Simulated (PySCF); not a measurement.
InS: from constants to spectrum

UHF-CCSD(T) constants of InS, ²Σ⁺ (doublet), unpaired electrons σ ↑ (basis In x2c-SVPall, S x2c-SVPall; spin-free X2C with a Gaussian nucleus; PySCF 2.14; masses 114.9039 and 31.9721 u):

| Item | Value |
| --- | --- |
| ωe | 382.6 cm⁻¹ |
| ωexe | 1.66 cm⁻¹ |
| Be | 0.12803 cm⁻¹ |
| αe | 0.000703 cm⁻¹ |
| D (centrifugal) | 5.74e-08 cm⁻¹ |
| De to In + S | 2.71 eV |

Task: Give the vibrational terms G(v) and spacings up to v = 6.

Result: G(v) = ωe(v+½) − ωexe(v+½)².

```json
{"v": "0", "G(v) (cm⁻¹)": "191", "G(v) − G(v−1)": "", "Bv (cm⁻¹)": "0.1277"}
{"v": "1", "G(v) (cm⁻¹)": "570", "G(v) − G(v−1)": "379", "Bv (cm⁻¹)": "0.1270"}
{"v": "2", "G(v) (cm⁻¹)": "946", "G(v) − G(v−1)": "376", "Bv (cm⁻¹)": "0.1263"}
{"v": "3", "G(v) (cm⁻¹)": "1319", "G(v) − G(v−1)": "373", "Bv (cm⁻¹)": "0.1256"}
{"v": "4", "G(v) (cm⁻¹)": "1688", "G(v) − G(v−1)": "369", "Bv (cm⁻¹)": "0.1249"}
{"v": "5", "G(v) (cm⁻¹)": "2054", "G(v) − G(v−1)": "366", "Bv (cm⁻¹)": "0.1242"}
{"v": "6", "G(v) (cm⁻¹)": "2417", "G(v) − G(v−1)": "363", "Bv (cm⁻¹)": "0.1235"}
```

Task: How well does the Morse estimate ωe²/(4ωexe) reproduce De, and what is D0?

Result: It gives 2.73 eV, 101 % of the computed De. D0 = De − G(0) = 2.71 − 0.02 = 2.69 eV.

Correlated steps freeze 23 core orbitals. Correlated levels converge slowly with the basis: in double zeta they bind strong bonds too weakly, by up to about 1 eV, and carry superposition errors of some tenths. These are scalar-relativistic numbers at best; spin–orbit coupling would shift them, the dissociation energy most. The state is the lowest determinant that a PBE0 search found; another state may lie lower at other levels.
